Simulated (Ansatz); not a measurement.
Correlation energies of C3H5ClSi, SMILES `C#C[SiH](C)Cl` by basis set

| atom | x (Å) | y (Å) | z (Å) |
| --- | --- | --- | --- |
| C1 | 2.3293 | 1.1294 | -0.3969 |
| C2 | 1.2480 | 0.7980 | 0.0218 |
| Si3 | -0.3974 | 0.2958 | 0.6190 |
| C4 | -1.1453 | -0.9693 | -0.5088 |
| Cl5 | -0.1845 | -0.5003 | 2.5044 |
| H6 | 3.2872 | 1.4230 | -0.7615 |
| H7 | -1.2440 | 1.5031 | 0.7480 |
| H8 | -2.1266 | -1.2766 | -0.1413 |
| H9 | -0.5045 | -1.8508 | -0.5724 |
| H10 | -1.2623 | -0.5523 | -1.5124 |

The species carries charge 0 and has multiplicity 1. All single points use the PBE0-D4/def2-TZVP geometry. Frozen core, restricted reference, Ansatz. CBS rows extrapolate triple and quadruple zeta; past MP2 they add the triple-zeta difference.

```json
{"basis": "def2-SVP", "HF (Eh)": "-864.63776", "MP2 corr.": "-0.61786", "CCSD corr.": "-0.66789", "(T)": "-0.02245", "CCSD(T) total": "-865.32810"}
{"basis": "def2-TZVPP", "HF (Eh)": "-865.03401", "MP2 corr.": "-0.78352", "CCSD corr.": "-0.83001", "(T)": "-0.03848", "CCSD(T) total": "-865.90250"}
{"basis": "def2-QZVPP", "HF (Eh)": "-865.06076", "MP2 corr.": "-0.84304", "CCSD corr.": "–", "(T)": "–", "CCSD(T) total": "–"}
{"basis": "CBS(def2)", "HF (Eh)": "-865.06444", "MP2 corr.": "-0.88713", "CCSD corr.": "-0.93362", "(T)": "as TZ", "CCSD(T) total": "-866.03654"}
```
